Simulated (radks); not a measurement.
Values are calculated unless marked as measured or tabulated.
Ionisation of C, [He] 2s2 2p2, to C+, [He] 2s2 2p1, under several functionals. Non-relativistic Kohn-Sham, spin-unpolarised, spherical densities, point nucleus; a radial shooting solver on a logarithmic mesh with Libxc functionals.

| functional | E(C) (hartree) | Exc (hartree) | IE (eV) | -e(HOMO) (eV) | <r> HOMO (bohr) | IE error (eV) |
|---|---|---|---|---|---|---|
| PBEsol | -37.57693 | -4.89196 | 10.792 | 5.237 | 1.799 | -0.468 |
| exchange-only PBE | -37.59314 | -4.90737 | 10.079 | 4.582 | 1.842 | -1.182 |
| MS2 meta-GGA | -37.80037 | -5.13419 | 10.670 | 5.157 | 1.805 | -0.590 |
| LDA (Slater exchange, Perdew-Wang correlation) | -37.42437 | -4.72714 | 10.988 | 5.419 | 1.794 | -0.272 |
| LDA (Slater exchange, VWN5 correlation) | -37.42575 | -4.72872 | 10.991 | 5.420 | 1.793 | -0.270 |
| revPBE | -37.79613 | -5.12622 | 10.812 | 5.241 | 1.804 | -0.448 |
| RPBE | -37.81144 | -5.14162 | 10.822 | 5.258 | 1.809 | -0.438 |
| XLYP | -37.83537 | -5.16642 | 10.877 | 5.284 | 1.806 | -0.383 |
| exchange-only B88 | -37.62521 | -4.94371 | 10.050 | 4.539 | 1.830 | -1.210 |

NIST Atomic Spectra Database: 11.260 eV (measured). Closest: LDA (Slater exchange, VWN5 correlation). The Delta-SCF values span 0.94 eV, the total energies 0.41 hartree. The highest occupied level is 2p. Spin polarisation and multiplet splitting are left out, so open shells lie too high by an amount that depends on their filling.

Beside tabulated values, note that spin-unpolarised runs miss the spin-polarisation part of the exchange energy of open shells.
